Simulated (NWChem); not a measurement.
Species: C3H4O2Si; SMILES [SiH2](C#C)C(=O)O

```xyz
10

C      0.9591     2.7469     0.1753
C      0.1998     1.8023     0.0668
Si    -0.9427     0.3839    -0.0961
C     -0.0604    -1.3163     0.1195
O     -0.6821    -2.3442     0.0359
O      1.2524    -1.2738     0.3618
H      1.6332     3.5800     0.2719
H     -1.9986     0.4432     0.9514
H     -1.5609     0.3658    -1.4499
H      1.5527    -2.1966     0.4460
```
Atoms are numbered in this order, from 1.

Results from NWChem. Coordinates come from a PBE0/def2-SVP optimisation. GIAO values for the isolated, static molecule; σ is the absolute isotropic shielding, δ = σ(reference) − σ with the isolated reference molecule computed at the same levels (13C: tetramethylsilane, 1H: tetramethylsilane, 17O: water, 29Si: tetramethylsilane).

Task: What does the run give for PBE0/pcSseg-1? Quantities: δ C1 (ppm); δ Si3 (ppm); δ C4 (ppm); δ O6 (ppm); δ H7 (ppm); δ H8 (ppm); δ H10 (ppm).

Result: The δ C1 (ppm) is 107.0, the δ Si3 (ppm) comes out as -86.7 and the δ C4 (ppm) is 181.5. The δ O6 (ppm) comes out as 245.3. The δ H7 (ppm) comes out as 2.48, the δ H8 (ppm) is 4.45 and the δ H10 (ppm) is 6.38.
